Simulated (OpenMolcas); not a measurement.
**OpenMolcas run: Nb2+**

Input:

```
&GATEWAY
Coord
1

Nb 0.0 0.0 0.0
Basis=ANO-RCC-VTZP
Group=XYZ
NoMove
AngMom=0.0 0.0 0.0
AMFI
&SEWARD
&RASSCF
FileOrb=start.orb
Symmetry=1
Spin=4
nActEl=3 0 0
Inactive=9 9
Ras2=5 0
CIRoot=10 10 1
SDav=10
CIMx=300
Iter=120 100
PrWF=0.3
OrbListing=Nothing
MaxOrb=0
Atom
>>> COPY $Project.JobIph JOB001
&RASSCF
FileOrb=start.orb
Symmetry=1
Spin=2
nActEl=3 0 0
Inactive=9 9
Ras2=5 0
CIRoot=40 40 1
SDav=40
CIMx=300
Iter=120 100
PrWF=0.3
OrbListing=Nothing
MaxOrb=0
Atom
>>> COPY $Project.JobIph JOB002
&RASSI
NrOfJobIphs=2 10 40
1 2 3 4 5 6 7 8 9 10
1 2 3 4 5 6 7 8 9 10 11 12 13 14 15 16 17 18 19 20 21 22 23 24 25 26 27
28 29 30 31 32 33 34 35 36 37 38 39 40
IphNames
JOB001
JOB002
EJob
SpinOrbit
DIPRint=1.0
SOCoupling=1000.0
Subsets=2
MEES
Property=10
'ANGMOM' 1 'ANGMOM' 2 'ANGMOM' 3 'MLTPL  1' 1 'MLTPL  1' 2 'MLTPL  1' 3
'AMFI' 1 'AMFI' 2 'AMFI' 3 'MLTPL  2' 6
SOProperty=3
'ANGMOM' 1 'ANGMOM' 2 'ANGMOM' 3
```

Launched by
```bash
OMP_NUM_THREADS=1 MOLCAS_MEM=1689 MOLCAS_PROJECT=a pymolcas a.inp > a.log  # once for each step of the input, in one work folder
```

A driver script runs the steps one by one and writes start.orb anew before each from the orbitals found so far.

Output, cut to the results:

```
--- SEWARD ---
Basis set label: NB.ANO-RCC...7S6P4D2F1G.

      Electronic valence basis set:
      ------------------
      Associated Effective Charge  41.000000 au
      Associated Actual Charge     41.000000 au
      Nuclear Model: Point charge

      Shell  nPrim  nBasis  Cartesian Spherical Contaminant
         s      21       7        X
         p      18       6        X
         d      13       4                 X
         f       6       2                 X
         g       4       1                 X
                  Relativistic Douglas-Kroll-Hess integrals:
                    - DKH order of Hamiltonian: 2
                    - DKH order of Properties : 0
                  Atomic mean-field integrals
--- RASSCF ---
Wave function specifications:
      -----------------------------

      Number of closed shell electrons          36
      Number of electrons in active shells       3
      Max number of holes in RAS1 space          0
      Max nr of electrons in RAS3 space          0
      Number of inactive orbitals               18
      Number of active orbitals                  5
      Number of secondary orbitals              45
      Spin quantum number                      1.5
      State symmetry                             1
Orbital specifications:
      -----------------------

      Symmetry species                           1   2
                                                ag  au
      Frozen orbitals                            0   0
      Inactive orbitals                          9   9
      Active orbitals                            5   0
      RAS1 orbitals                              0   0
      RAS2 orbitals                              5   0
      RAS3 orbitals                              0   0
      Secondary orbitals                        22  23
      Deleted orbitals                           0   0
      Number of basis functions                 36  32
      Number of CSFs                            10
      Number of root(s) required                10
      Iter CI   SX   CI       RASSCF       Energy    max ROT     max BLB   max BLB  Level Ln srch  Step   QN
          iter iter root      energy       change     param      element    value   shift minimum  type update
 Nr of preliminary CI iterations:   1
      Total energies have been shifted. Add                -3000.00 au
        1   1    8    0  -816.03049117    0.00E+00   1.79E-01*   7  13 2 -8.23E-02*  0.00   0.00    SX    NO
        2   1    8    0  -816.07746276   -4.70E-02*  5.93E-02    9  15 2  6.85E-02*  0.00   0.00    SX    NO
        3   1    8    0  -816.08155704   -4.09E-03*  3.86E-02    7  13 2 -2.64E-02*  0.00   0.00    SX    NO
        4   1    8    0  -816.08294893   -1.39E-03*  2.14E-02    9  15 2  1.61E-02*  0.00   0.00    SX    NO
        5   1    8    0  -816.08332573   -3.77E-04*  7.75E-03    7  13 2 -8.47E-03*  0.00   0.63    QN   YES
        6   1    7    0  -816.08352523   -2.00E-04*  4.49E-04    7  13 2 -3.82E-04*  0.00   1.06    QN   YES
        7   1    5    0  -816.08352580   -5.72E-07*  6.90E-06    9  15 2  2.65E-05   0.00   0.99    QN   YES
        8   1    5    0  -816.08352581   -7.86E-10  -3.36E-06    5  24 1  2.44E-06   0.00   1.02    QN   YES
      Convergence after  8 iterations
        9   1    5    0  -816.08352581   -4.32E-11  -3.36E-06   12  25 1  2.33E-07   0.00   1.02    QN   YES
      Natural orbitals and occupation numbers for root  1
      sym 1:   0.173361   0.826639   0.173361   0.826639   1.000000
      Natural orbitals and occupation numbers for root  2
      sym 1:   0.079929   0.920071   1.000000   0.920071   0.079929
      Natural orbitals and occupation numbers for root  3
      sym 1:   0.291185   0.291185   0.708815   1.000000   0.708815
::    RASSCF root number  1 Total energy:  -3816.09804205
::    RASSCF root number  2 Total energy:  -3816.09804205
::    RASSCF root number  3 Total energy:  -3816.09804205
::    RASSCF root number  4 Total energy:  -3816.09804205
::    RASSCF root number  5 Total energy:  -3816.09804205
::    RASSCF root number  6 Total energy:  -3816.09804205
::    RASSCF root number  7 Total energy:  -3816.09804205
::    RASSCF root number  8 Total energy:  -3816.04965457
::    RASSCF root number  9 Total energy:  -3816.04965457
::    RASSCF root number 10 Total energy:  -3816.04965457
--- RASSCF ---
Wave function specifications:
      -----------------------------

      Number of closed shell electrons          36
...
--- RASSI ---
SPIN-FREE ENERGIES:
  (Shifted by EMIN (a.u.) =      -3816.0980420485)

 SF State       Relative EMIN(au)   Rel lowest level(eV)    D:o, cm**(-1)      L_eff

     1             0.0000000000        0.0000000000              0.0000         3.0
     2             0.0000000000        0.0000000000              0.0000         3.0
     3             0.0000000000        0.0000000000              0.0000         3.0
     4             0.0000000000        0.0000000000              0.0000         3.0
     5             0.0000000000        0.0000000000              0.0000         3.0
     6             0.0000000000        0.0000000000              0.0000         3.0
     7             0.0000000000        0.0000000000              0.0000         3.0
     8             0.0483874779        1.3166903509          10619.8239         1.0
     9             0.0483874779        1.3166903509          10619.8239         1.0
    10             0.0483874779        1.3166903509          10619.8239         1.0
    11             0.0512203566        1.3937769070          11241.5689         4.0
    12             0.0512203566        1.3937769070          11241.5689         4.0
    13             0.0512203566        1.3937769070          11241.5689         4.0
    14             0.0512203566        1.3937769070          11241.5689         4.0
    15             0.0512203566        1.3937769070          11241.5689         4.0
    16             0.0512203566        1.3937769070          11241.5689         4.0
    17             0.0512203566        1.3937769070          11241.5689         4.0
    18             0.0512203566        1.3937769070          11241.5689         4.0
    19             0.0512203566        1.3937769070          11241.5689         4.0
    20             0.0671467868        1.8271571509          14737.0163         4.7
    21             0.0671467868        1.8271571509          14737.0163         4.1
...
```

Levels above the lowest, from the spin-orbit matrix, grouped by J:

```json
{"Configuration": "4d³", "Term": "⁴F", "J": "3/2", "E (cm⁻¹)": "0.0", "Measured (cm⁻¹)": "0.0", "Term weight %": "100", "Second": ""}
{"Configuration": "4d³", "Term": "⁴F", "J": "5/2", "E (cm⁻¹)": "503", "Measured (cm⁻¹)": "516", "Term weight %": "100", "Second": ""}
{"Configuration": "4d³", "Term": "⁴F", "J": "7/2", "E (cm⁻¹)": "1164", "Measured (cm⁻¹)": "1177", "Term weight %": "100", "Second": ""}
{"Configuration": "4d³", "Term": "⁴F", "J": "9/2", "E (cm⁻¹)": "1946", "Measured (cm⁻¹)": "1939", "Term weight %": "99", "Second": ""}
{"Configuration": "4d³", "Term": "⁴P", "J": "1/2", "E (cm⁻¹)": "11237", "Measured (cm⁻¹)": "8664", "Term weight %": "98", "Second": "2 ²P"}
{"Configuration": "4d³", "Term": "⁴P", "J": "3/2", "E (cm⁻¹)": "11341", "Measured (cm⁻¹)": "8608", "Term weight %": "94", "Second": "6 ²P"}
{"Configuration": "4d³", "Term": "²G", "J": "7/2", "E (cm⁻¹)": "12020", "Measured (cm⁻¹)": "9236", "Term weight %": "100", "Second": ""}
{"Configuration": "4d³", "Term": "⁴P", "J": "5/2", "E (cm⁻¹)": "12037", "Measured (cm⁻¹)": "9594", "Term weight %": "99", "Second": ""}
{"Configuration": "4d³", "Term": "²G", "J": "9/2", "E (cm⁻¹)": "12568", "Measured (cm⁻¹)": "9804", "Term weight %": "92", "Second": "8 ²H"}
{"Configuration": "4d³", "Term": "²P", "J": "3/2", "E (cm⁻¹)": "15546", "Measured (cm⁻¹)": "", "Term weight %": "58", "Second": "37 ²D(1)"}
{"Configuration": "4d³", "Term": "²P", "J": "1/2", "E (cm⁻¹)": "15670", "Measured (cm⁻¹)": "", "Term weight %": "98", "Second": "2 ⁴P"}
{"Configuration": "4d³", "Term": "²H", "J": "9/2", "E (cm⁻¹)": "15852", "Measured (cm⁻¹)": "12916", "Term weight %": "92", "Second": "8 ²G"}
{"Configuration": "4d³", "Term": "²H", "J": "11/2", "E (cm⁻¹)": "16194", "Measured (cm⁻¹)": "13264", "Term weight %": "100", "Second": ""}
{"Configuration": "4d³", "Term": "²D(1)", "J": "5/2", "E (cm⁻¹)": "17661", "Measured (cm⁻¹)": "13094", "Term weight %": "99", "Second": ""}
{"Configuration": "4d³", "Term": "²D(1)", "J": "3/2", "E (cm⁻¹)": "17712", "Measured (cm⁻¹)": "", "Term weight %": "62", "Second": "37 ²P"}
{"Configuration": "4d³", "Term": "²F", "J": "7/2", "E (cm⁻¹)": "26297", "Measured (cm⁻¹)": "19861", "Term weight %": "100", "Second": ""}
{"Configuration": "4d³", "Term": "²F", "J": "5/2", "E (cm⁻¹)": "26551", "Measured (cm⁻¹)": "19975", "Term weight %": "100", "Second": ""}
{"Configuration": "4d³", "Term": "²D(2)", "J": "5/2", "E (cm⁻¹)": "40924", "Measured (cm⁻¹)": "", "Term weight %": "100", "Second": ""}
{"Configuration": "4d³", "Term": "²D(2)", "J": "3/2", "E (cm⁻¹)": "41218", "Measured (cm⁻¹)": "", "Term weight %": "100", "Second": ""}
```

Against the 13 measured excited levels shown (the list in Shadmi, J. Res. Natl. Bur. Stand. 70A, 435 (1966)) the mean absolute deviation is 2800 cm-1; the largest miss in energy is 4d³ ²F_5/2: computed 26551, measured 19975 cm⁻¹ (+32.9 %).

Levels of configurations with an s electron are missing; early in the row they begin among the upper levels of the d shell and mix with terms of their name. Without dynamic correlation excited terms often stand tens of per cent too high (terms of higher spin than the ground term too low), and those without a measured partner can miss by more than the paired ones. Computed and measured levels are paired by configuration, term and J; levels that our copy of the source lacks, or whose pairing is in doubt (as where it misses far off the trend of its configuration), stay unpaired and out of the deviations. Only configurations of the active space appear.

The term weight is that of the spin-free term in the level, not the purity of its configuration. A number in round brackets counts repeated terms of one configuration in the order of the reference energies.
